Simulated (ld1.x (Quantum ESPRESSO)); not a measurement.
**Scattering properties, TM potential for zirconium (Zr)**

zirconium (Zr), norm-conserving Troullier–Martins (Kleinman–Bylander form), made with ld1.x (Quantum ESPRESSO) 7.5 (LDA (PZ), scalar-relativistic). Core [Ar] 3d10, reference 4s2 4p6 4d2 5s1 5p0 (charge +1). Waves: 4s (bound): rc 1.55 bohr; 4p (bound): rc 1.60 bohr; 4d (bound): rc 2.00 bohr. Local part: all-electron potential smoothed inside 1.95 bohr (lloc = -1). Core correction: a·sin(br)/r model core inside 0.80 bohr.

Occupied shells without a wave of their own: 5s. They enter only through the test configuration that unscreens the potential, and ld1.x also counts them in the model core charge.

The phase is arctan(r·u′/u) with u = r·R(r), unwrapped; energies in Ry, scanned from -7 to 5 Ry. A pole is an energy at which the radial function vanishes at the test radius. The pseudo phase is shifted by a multiple of π to meet the all-electron one at the reference energy, and phase errors are pseudo minus all-electron; the curves can meet again beyond the range given. Levels narrower than the energy grid can be missing from the lists of poles.

```csv
channel,radius (bohr),reference energy (Ry),"poles, all-electron","poles, pseudo",unbroken range about the reference energy with phases within 0.05 rad,phase error 1 Ry above the reference energy (rad)
s,2.21,-4.50,-4.20,-4.20,below -0.5,+0.002
p,2.21,-2.88,-2.34,"-2.45, -1.16",-3.1 to -2.4,-0.657
d,2.21,-0.75,0.69,0.69,below 4.1,+0.000
```

Note: ghost state, extra bound levels that the all-electron valence spectrum of the same l lacks: p at -23.4 eV. A true bound ghost makes a file unfit for plane-wave use. ld1.x takes every shell without a wave as core, so the model core holds the 5s electrons as well and exchange and correlation see them twice. This cancels in the reference configuration, but the file is broken for other ones, and its errors say nothing about a proper core correction.

Phases in the s channel:

```csv
E (Ry),all-electron,pseudo
-7.00,1.343,1.343
-6.48,1.319,1.320
-5.96,1.280,1.281
-5.44,1.196,1.198
-4.92,0.759,0.764
-4.40,-1.439,-1.439
-3.88,-1.665,-1.663
-3.36,-1.738,-1.736
-2.84,-1.788,-1.784
-2.32,-1.834,-1.827
-1.80,-1.886,-1.875
-1.28,-1.955,-1.936
-0.76,-2.057,-2.022
-0.24,-2.230,-2.158
0.28,-2.569,-2.402
0.80,-3.212,-2.871
1.32,-3.867,-3.542
1.84,-4.216,-4.024
2.36,-4.393,-4.274
2.88,-4.495,-4.412
3.40,-4.561,-4.497
3.92,-4.608,-4.555
4.44,-4.644,-4.597
4.96,-4.673,-4.630
```
